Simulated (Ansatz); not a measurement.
Relaxation of Cl₂F₂H₂HfO (8 atoms, charge 0, multiplicity 1), to a largest force component of 0.03 eV/Å in at most 50 steps.

Method: Ansatz 0.2.0, RHF/def2-SVP.

```xyz
8
Properties=species:S:1:pos:R:3:forces:R:3
Hf 0.462 0.242 -0.404 0.34 0.21 0.46
Cl -0.740 0.653 3.092 1.30 0.50 -0.26
Cl 1.850 0.134 -2.338 -0.01 0.00 0.01
O -1.096 1.244 -0.837 -0.01 0.02 0.00
H -1.883 1.719 -1.036 0.01 -0.01 0.02
F 0.021 -1.558 0.068 0.01 0.05 -0.01
F 1.512 1.099 1.011 -0.30 -0.27 -0.51
H 0.477 1.119 2.864 -1.34 -0.50 0.29
```

Q: Where does it end, and by what steps?

A: The run converged. After 9 steps the energy has fallen by 0.061 eV; Cl2 moved furthest, 0.29 Å.

| step | energy less start (eV) | largest force component (eV/Å) | accepted |
| --- | --- | --- | --- |
| 0 | 0.0000 | 1.340 | yes |
| 1 | -0.0412 | 0.746 | yes |
| 2 | -0.0457 | 0.445 | yes |
| 3 | -0.0466 | 0.377 | yes |
| 4 | -0.0574 | 0.199 | yes |
| 5 | -0.0580 | 0.134 | yes |
| 6 | -0.0580 | 0.133 | yes |
| 7 | -0.0600 | 0.116 | yes |
| 8 | -0.0604 | 0.063 | yes |
| 9 | -0.0607 | 0.022 | yes |

```xyz
8
Properties=species:S:1:pos:R:3
Hf 0.487 0.243 -0.370
Cl -0.773 0.580 2.812
Cl 1.767 0.081 -2.376
O -1.073 1.264 -0.773
H -1.859 1.752 -0.939
F 0.077 -1.559 0.133
F 1.639 1.123 0.902
H 0.338 1.168 3.032
```

Whether the end is a true minimum wasn't checked by a vibrational analysis.

The run took 25 s on 2 threads of Arm Neoverse V1, with other jobs on the host, peak memory 0.28 GiB.
